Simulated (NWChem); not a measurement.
C₂H₃FN₂Si; SMILES F[SiH]1N=CC=N1

```xyz
9

F     -0.5502    -1.9688     0.0000
Si     0.4258    -0.6964     0.0000
N      0.0677     0.4095     1.3528
C     -0.2351     1.5053     0.7681
C     -0.2351     1.5053    -0.7681
N      0.0677     0.4095    -1.3528
H      1.8264    -1.1625     0.0000
H     -0.4817     2.4176     1.3224
H     -0.4817     2.4176    -1.3224
```
Atoms are numbered in this order, from 1.

Program: NWChem. Structure relaxed at the B3LYP/6-31G* (spherical d) level. Hybrids' shares of exact exchange are those that their runs print; pure functionals count as 0. The functionals differ in more than this share.

```
row                     share of exact exchange  orbital gap (eV)
----------------------  -----------------------  ----------------
PBE/def2-TZVP                              0.00              2.77
BLYP/def2-TZVP                             0.00              2.83
TPSSh/def2-TZVP                            0.10          withheld
B3LYP/def2-TZVP                            0.20              4.79
Hartree-Fock/def2-TZVP                     1.00             12.76
```

Fit a straight line of the last column on the one before it, predict the withheld value, and compare with the run.


1. Means of the 4 shown rows: x = 0.300, y = 5.787. Slope Σ(x − x̄)(y − ȳ)/Σ(x − x̄)² = 6.773/0.6800 = 9.960; intercept 2.799.
2. The shown rows scatter about the line by 0.021 (root mean square); the largest residual is +0.03, at BLYP/def2-TZVP.
3. At x = 0.10 (TPSSh/def2-TZVP; inside the shown range) the line gives 3.80.
4. The run gives 3.99, +0.19 from the line, 8.9 times the scatter.
